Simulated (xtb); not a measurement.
Cl4Pt (SMILES [Cl][Pt-2]([Cl])([Cl])[Cl]), charge -2, singlet, at a GFN2-xTB geometry (such geometries of metal compounds can be far from the true shape); GFN2-xTB with GBSA(chcl3) run with xtb.

xtb was given this input:
```
$ xtb mol.xyz --gfn 2 --chrg -2 --gbsa chcl3 --json

# file mol.xyz
5

Pt     0.00000000    -0.00000000     0.00000000
Cl     2.15416113    -0.88643382     0.05491437
Cl     0.88652359     2.15481268     0.00699610
Cl    -2.15416113     0.88643382    -0.05491437
Cl    -0.88652359    -2.15481268    -0.00699610
```

Problem. Write the output that xtb gives for this input, abridged.

Solution. 
```
   ID    Z sym.   atoms
    1   78 Pt     1
    2   17 Cl     2-5

           -------------------------------------------------
          |                Calculation Setup                |
           -------------------------------------------------

           -------------------------------------------------
          |                 G F N 2 - x T B                 |
           -------------------------------------------------

      * Solvation model:               GBSA
        Solvent                        chcl3
        Parameter file                 internal GFN2-xTB/GBSA
        Dielectric constant                4.8100E+00
        Reference state                gsolv [1 M gas/solution]
        Free energy shift                  4.1068E-03 Eh       2.5771E+00 kcal/mol
        Temperature                        2.9815E+02 K
        Density                            1.4900E+00 kg/L
        Solvent mass                       1.1938E+02 g/mol
        Interaction kernel             Still
        Born radius scaling (c1)           1.3539E+00
        Born radii integrator          GBOBC
        Born offset                        1.4626E-02 a0       2.7639E-02 AA
        H-bond correction              false
        Ion screening                  false
        Surface tension                    1.0000E-05 Eh       1.5569E+01 dyn/cm
        Grid points                               230 per atom

          ...................................................
          :                      SETUP                      :
          :.................................................:
          :  # basis functions                  50          :
          :  # atomic orbitals                  45          :
          :  # shells                           15          :
          :  # electrons                        40          :
          :  max. iterations                   250          :
          :  Hamiltonian                  GFN2-xTB          :
          :  restarted?                      false          :
          :  GBSA solvation                   true          :
          :  PC potential                    false          :
          :  electronic temp.          300.0000000     K    :
          :  accuracy                    1.0000000          :
          :  -> integral cutoff          0.2500000E+02      :
          :  -> integral neglect         0.1000000E-07      :
          :  -> SCF convergence          0.1000000E-05 Eh   :
          :  -> wf. convergence          0.1000000E-03 e    :
          :  Broyden damping             0.4000000          :
          :  net charge                         -2          :
          :  unpaired electrons                  0          :
          ...................................................

 iter      E             dE          RMSdq      gap      omega  full diag
   1    -23.5182082 -0.235182E+02  0.734E+00    2.06       0.0  T
   2    -23.5244888 -0.628059E-02  0.450E+00    1.97       1.0  T
   3    -23.5268162 -0.232737E-02  0.124E+00    1.93       1.0  T
   4    -23.5270047 -0.188464E-03  0.913E-01    1.93       1.0  T
   5    -23.5273738 -0.369108E-03  0.208E-01    1.91       1.0  T
   6    -23.5273919 -0.181028E-04  0.664E-02    1.90       1.0  T
   7    -23.5273927 -0.775770E-06  0.128E-02    1.90       3.5  T
   8    -23.5273927 -0.989935E-08  0.326E-03    1.90      13.7  T
   9    -23.5273927 -0.317312E-08  0.647E-04    1.90      69.1  T
  10    -23.5273927 -0.100293E-09  0.591E-05    1.90     756.6  T

   *** convergence criteria satisfied after 10 iterations ***

         :::::::::::::::::::::::::::::::::::::::::::::::::::::
         ::                     SUMMARY                     ::
         :::::::::::::::::::::::::::::::::::::::::::::::::::::
         :: total energy             -23.524879537948 Eh    ::
         :: total w/o Gsasa/hb       -23.516176307396 Eh    ::
         :: gradient norm              0.002089084921 Eh/a0 ::
[...]
         9        2.0000           -0.3598719              -9.7926
        10        2.0000           -0.3570169              -9.7149
        11        2.0000           -0.3518066              -9.5731
        12        2.0000           -0.3518066              -9.5731
        13        2.0000           -0.3472799              -9.4500
        14        2.0000           -0.3401359              -9.2556
        15        2.0000           -0.3401359              -9.2556
        16        2.0000           -0.3387262              -9.2172
        17        2.0000           -0.3075398              -8.3686
        18        2.0000           -0.3017989              -8.2124
        19        2.0000           -0.3017989              -8.2124
        20        2.0000           -0.2961671              -8.0591 (HOMO)
        21                         -0.2264129              -6.1610 (LUMO)
        22                          0.0323402               0.8800
        23                          0.0501478               1.3646
        24                          0.1279305               3.4812
        25                          0.1279305               3.4812
        26                          0.1282615               3.4902
        27                          0.1282837               3.4908
        28                          0.1283245               3.4919
        29                          0.1283410               3.4923
        30                          0.1283410               3.4923
        31                          0.1286226               3.5000
       ...                                ...                  ...
        45                          1.0557011              28.7271
      -------------------------------------------------------------
                  HL-Gap            0.0697542 Eh            1.8981 eV
             Fermi-level           -0.2612900 Eh           -7.1101 eV

     #   Z          covCN         q      C6AA      α(0)
     1  78 Pt       3.311     0.054   338.261    34.655
     2  17 Cl       0.836    -0.513   116.164    16.488
     3  17 Cl       0.836    -0.513   116.164    16.488
     4  17 Cl       0.836    -0.513   116.164    16.488
     5  17 Cl       0.836    -0.513   116.164    16.488

 Mol. C6AA /au·bohr⁶  :       3765.692883
 Mol. C8AA /au·bohr⁸  :     216060.230933
 Mol. α(0) /au        :        100.606949

Wiberg/Mayer (AO) data.
largest (>0.10) Wiberg bond orders for each atom

 ---------------------------------------------------------------------------
     #   Z sym  total        # sym  WBO       # sym  WBO       # sym  WBO
 ---------------------------------------------------------------------------
     1  78 Pt   3.053 --     2 Cl   0.763     4 Cl   0.763     5 Cl   0.763
                             3 Cl   0.763
     2  17 Cl   0.847 --     1 Pt   0.763
     3  17 Cl   0.847 --     1 Pt   0.763
     4  17 Cl   0.847 --     1 Pt   0.763
     5  17 Cl   0.847 --     1 Pt   0.763
 ---------------------------------------------------------------------------

Topologies differ in total number of bonds
Writing topology from bond orders to xtbtopo.mol

molecular dipole:
                 x           y           z       tot (Debye)
 q only:        0.000       0.000       0.000
   full:        0.000       0.000       0.000       0.000
molecular quadrupole (traceless):
                xx          xy          yy          xz          yz          zz
 q only:       -9.938      -0.004      -9.953      -0.685       0.185      19.892
  q+dip:      -14.113      -0.006     -14.134      -0.972       0.262      28.246
   full:      -13.509      -0.006     -13.529      -0.931       0.251      27.038

           -------------------------------------------------
          | TOTAL ENERGY              -23.524879537948 Eh   |
          | GRADIENT NORM               0.002089084921 Eh/α |
          | HOMO-LUMO GAP               1.898108264782 eV   |
           -------------------------------------------------

normal termination of xtb
```
